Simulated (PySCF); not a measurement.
# Electron correlation in Cd(36+) (cadmium, charge +36)

[Ne] 3s2, closed-shell 1S. Computed with PySCF 2.14 in an even-tempered Gaussian basis (16 s from 6.2 bohr⁻², ratio 2.5; 10 p from 8.1 bohr⁻², ratio 2.5; 4 d from 30 bohr⁻², ratio 2.7; 4 f from 45 bohr⁻², ratio 2.7), with the non-relativistic Hamiltonian (point nucleus). Frozen: 1s2; 10 electrons correlated; the 17 highest virtual orbitals of each spin left out.

| level | correlation energy (mhartree) |
| --- | --- |
| CCSD | -503.61 |
| (T) | -1.84 |
| CCSD(T) | -505.45 |

Diagnostics: T1 = 0.00035, D1 = 0.0011, largest double amplitude 0.088.

A non-relativistic calculation at this Z misses sizeable relativistic shifts.

Cost of the coupled-cluster step: of the order of 6 core-seconds, for 10 correlated electrons.

At this charge a non-relativistic calculation is a model, useful for the Z dependence of the correlation energy.
